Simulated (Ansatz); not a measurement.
Reactions of `C=C(F)CS`.

Isolated molecules relaxed with PBE0-D4/def2-TZVP in Ansatz; ΔE leaves out vibrations. CCSD(T)/CBS is the MP2 limit (def2-TZVPP, def2-QZVPP) plus CCSD(T) − MP2 in def2-TZVPP, frozen cores. This one scheme is used for every species, atoms too. No spin–orbit coupling; open shells (•) take unrestricted orbitals. Spin–orbit coupling would lower the free atoms: a little for C, F, S. One conformer a species, not always the lowest.

**Question.** Order these by ΔE at CCSD(T)/CBS, lowest first. (Best estimate.)
A. `C=C(F)CS` → `[CH2]` (triplet) + `C=C(F)S`
B. `C=C(F)CS` + `CC(C)C` → `CC(C)CCS` + `C=CF`
C. `C=C(F)CS` → 3 C• + F• + 5 H• + S•
D. `C=C(F)CS` + `CF` → `C=C(F)CF` + CH₃SH
E. `C=C(F)CS` + H₂O → `C=C(O)CS` + H–F
F. `C=C(F)CS` + SiH₄ → `C=C(F)C[SiH3]` + H₂S
G. `C=C(F)CS` + H₂ → `C=CCS` + H–F
H. `C=C(F)CS` + CH₃OH → `COCS` + `C=CF`

**Answer.** G (-0.90 eV), F (-0.51 eV), E (-0.16 eV), D (+0.01 eV), B (+0.17 eV), H (+0.45 eV), A (+4.68 eV), C (+40.24 eV).

Largest T1 diagnostic: 0.012, for `C=C(F)S`.
